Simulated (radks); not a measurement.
Charge is removed step by step from the 4p3/2 level of the cadmium ion Cd+, starting from [Ar] 3d10 4s2 4p(1/2: 2, 3/2: 4) 4d10 5s1. Method: Dirac Kohn-Sham, PBEsol, spin-unpolarised, spherical densities, finite nucleus; Fermi nuclear charge, rms radius 4.6087 fm; computed with a radial shooting solver on a logarithmic mesh with Libxc functionals.

| removed (e) | E - E(0) (eV) | eigenvalue (eV) | E minus straight line (eV) |
|---|---|---|---|
| 0 | 0.000 | -73.915 | 0.000 |
| 0.125 | 9.361 | -75.860 | -0.883 |
| 0.25 | 18.966 | -77.836 | -1.522 |
| 0.375 | 28.821 | -79.843 | -1.911 |
| 0.5 | 38.928 | -81.879 | -2.048 |
| 0.625 | 49.292 | -83.942 | -1.928 |
| 0.75 | 59.915 | -86.031 | -1.550 |
| 0.875 | 70.801 | -88.146 | -0.908 |
| 1 | 81.952 | -90.286 | 0.000 |

Removing the whole electron costs 81.952 eV by Delta-SCF, against 73.915 eV from minus the eigenvalue at the starting occupation. Slater's transition state (half an electron removed) gives 81.879 eV. Integrating minus the eigenvalue over the occupation (Janak's theorem) gives 81.952 eV. The mean slope of the eigenvalue, de/dn, is 16.4 eV per electron.
